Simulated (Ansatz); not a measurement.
`OB(O[SiH3])O[SiH3]` + `CNB[SiH3]` → `[SiH3]BN[SiH3]` + `COB(O)O[SiH3]`  (redistribution)

Computed with Ansatz on PBE0-D4/def2-TZVP structures; ΔE is electronic, products minus reactants. CCSD(T)/CBS adds triple-zeta CCSD(T) − MP2 to the extrapolated MP2 energy (def2 sets, frozen cores). DFT in def2-TZVPP. B3LYP here is the variant with VWN-RPA as its local correlation; programs differ in this. One conformer a species, not always the lowest.

```csv
level,ΔE (kJ/mol),difference from CCSD(T)/CBS
PBE-D4,89.9,-6.0
r2SCAN-D4,94.2,-1.7
PBE0-D4,92.3,-3.6
B3LYP-D4,94.2,-1.7
ωB97X-V,92.9,-3.0
ωB97M-V,93.4,-2.5
B2PLYP,98.2,2.3
PBE,92.2,-3.7
r2SCAN,94.6,-1.3
PBE0,94.2,-1.7
B3LYP,97.9,2.0
HF/def2-TZVPP,101.0,5.1
MP2/def2-TZVPP,98.7,2.8
SCS-MP2/def2-TZVPP,98.5,2.6
CCSD/def2-TZVPP,96.8,0.9
CCSD(T)/def2-TZVPP,95.6,-0.3
HF/def2-QZVPP,101.5,5.6
MP2/def2-QZVPP,99.1,3.2
SCS-MP2/def2-QZVPP,98.9,3.0
HF/CBS(def2),101.6,5.7
MP2/CBS(def2),99.0,3.1
CCSD/CBS(def2),97.1,1.2
CCSD(T)/CBS,95.9,0
```

Largest T1 diagnostic among the species: 0.014.

The D4 term adds −3.7 kJ/mol with B3LYP and −1.9 kJ/mol with PBE0; it sums over pairs of atoms, weighted by their polarisabilities, and B3LYP, whose exchange is more repulsive, gets the larger term.

CCSD(T)/CBS has its own doubt, a few kJ/mol and more with outer-core shells, so smaller differences from it don't rank the levels.
